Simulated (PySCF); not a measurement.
C3H13PSi3.
Cartesian coordinates in Å at the PBE0-D3(BJ)/def2-SVP level; atoms count from 1:
```
atom  x, y, z in Å
Si1    2.8899    1.0405   -0.0432
C2     2.3227   -0.5598    0.7711
Si3    0.4567   -0.7997    0.8021
C4    -0.2939   -0.7823   -0.9481
C5    -1.7285   -0.2399   -0.9358
Si6   -1.7373    1.3789    0.0508
P7    -0.5301    0.9346    1.9199
H8     2.6771    0.9758   -1.5229
H9     2.1043    2.1980    0.4868
H10    4.3423    1.2907    0.2087
H11    2.6830   -0.5643    1.8143
H12    2.7996   -1.4154    0.2618
H13    0.1160   -2.0713    1.5168
H14   -0.2340   -1.7883   -1.3980
H15    0.3472   -0.1333   -1.5718
H16   -2.4091   -0.9451   -0.4266
H17   -2.1270   -0.0975   -1.9548
H18   -1.0205    2.4433   -0.7200
H19   -3.1069    1.8693    0.3951
H20   -1.5617    0.0946    2.4495
```

Jobs on this species (20 atoms, 88 electrons) with PySCF (density fitting). Hardware of each: one thread, Arm Neoverse N1, no GPU, on a shared host. Times come from a shared host and carry two figures at best.

Question: Rank these jobs by wall time, shortest first.
A. PBE0-D3(BJ)/def2-SVP, grid level 1; geometry optimisation from a GFN2-xTB start; 179 basis functions
B. B97-2/pcSseg-1; shieldings, ring-centre shieldings; 212 basis functions
C. PBE0/def2-SVPD; 10 singlets by full TDDFT, 4 Tamm–Dancoff triplets, polarisability, ΔSCF ions; 260 basis functions

Answer: B (56 s), A (4.1 min), C (11 min).

All jobs:

```
                level and settings                                                                           work  basis functions  SCF cycles  wall time
                    B97-2/pcSseg-1                                             shieldings, ring-centre shieldings              212          12       56 s
                     PBE0/pcSseg-1                shieldings, ring-centre shieldings, charges and field gradients              212          12       65 s
PBE0-D3(BJ)/def2-SVP, grid level 1                                    geometry optimisation from a GFN2-xTB start              179          54    4.1 min
                    PBE0/def2-SVPD  10 singlets by full TDDFT, 4 Tamm–Dancoff triplets, polarisability, ΔSCF ions              260          12     11 min
```

Q: What do all jobs in the table cost together?

A: About 17 min; the longest takes about 64 % of that, and about 12 times as long as the shortest.
